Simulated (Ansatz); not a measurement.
A structure relaxed at PBE0-D4/def2-TZVP, charge 0, multiplicity 1:

```json
{"atom": "C1", "x (Å)": "0.295", "y (Å)": "-0.583", "z (Å)": "-1.066"}
{"atom": "S2", "x (Å)": "-0.463", "y (Å)": "1.044", "z (Å)": "-0.719"}
{"atom": "Mg3", "x (Å)": "-0.552", "y (Å)": "1.112", "z (Å)": "1.553"}
{"atom": "Cl4", "x (Å)": "-0.629", "y (Å)": "1.162", "z (Å)": "3.732"}
{"atom": "H5", "x (Å)": "-0.316", "y (Å)": "-1.405", "z (Å)": "-0.695"}
{"atom": "H6", "x (Å)": "0.363", "y (Å)": "-0.672", "z (Å)": "-2.150"}
{"atom": "H7", "x (Å)": "1.302", "y (Å)": "-0.658", "z (Å)": "-0.655"}
```

(1) Give its formula and SMILES.

(2) Point group (tolerance 0.08 Å, 0.16 Å for H)?

(3) Summarise the bond lengths by kind.

Results:

(1) CH3ClMgS, `C[S][Mg][Cl]`.

(2) Cs.

(3) 1 × C–S 1.828 Å; 3 × C–H 1.090 Å; 1 × Mg–S 2.275 Å; 1 × Cl–Mg 2.181 Å.

Results of the Gaussian-basis code of Ansatz.
